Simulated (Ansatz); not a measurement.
Ideal-gas functions of `F[BH][GaH][F]` at 600 K and 1 bar, from an Ansatz frequency run at PBE0-D4/def2-TZVP.

Molar mass 120.55 g/mol, point group C1 (symmetry number 1), electronic degeneracy 1, moments of inertia 44.02, 211.148, 237.176 u Å². Harmonic wavenumbers (cm⁻¹, unscaled): 50, 130, 203, 416, 543, 608, 661, 762, 1108, 1306, 1985, 2572.

Use S(trans) = R[1.5 ln M + 2.5 ln T − 1.1517]; rotational temperatures θ = 24.2544 K / I; S(rot) = R[ln(√π/σ · √(T³/θAθBθC)) + 1.5]; for each mode x = 1.438777 ν̃/T, S = R[x/(eˣ − 1) − ln(1 − e⁻ˣ)] and H = RT x/(eˣ − 1); 1 cm⁻¹ = 0.0119627 kJ/mol; R = 8.31446 J/(mol·K).

**Question.** By hand: the entropy, in J/(mol·K).

**Answer.** Translation 183.2. Rotation: θ = 0.551, 0.1149, 0.1023 K, giving 118.0. Vibration, mode by mode: 25.96, 18.04, 14.38, 8.67, 6.68, 5.88, 5.30, 4.37, 2.27, 1.56, 0.41, 0.13, in all 93.7. Electronic 0.0. Sum 394.9 J/(mol·K).

**Question.** By hand: H − E and G − E in kJ/mol, counted from the electronic energy.

**Answer.** Zero-point energy ½ × 10344 × 0.0119627 = 61.9; thermal vibration 26.1; translation, rotation and pV give 4 RT = 20.0. H − E = 108.0 kJ/mol, and G − E = 108.0 − 600 × 394.9/1000 = -128.9 kJ/mol.

Vibration gives 24 % of the entropy, 44.0 J/(mol·K) of it from the modes under 150 cm⁻¹: soft modes count most, and the harmonic formula is weakest for them. The sum counts one conformer and one mirror image; others add a mixing term.
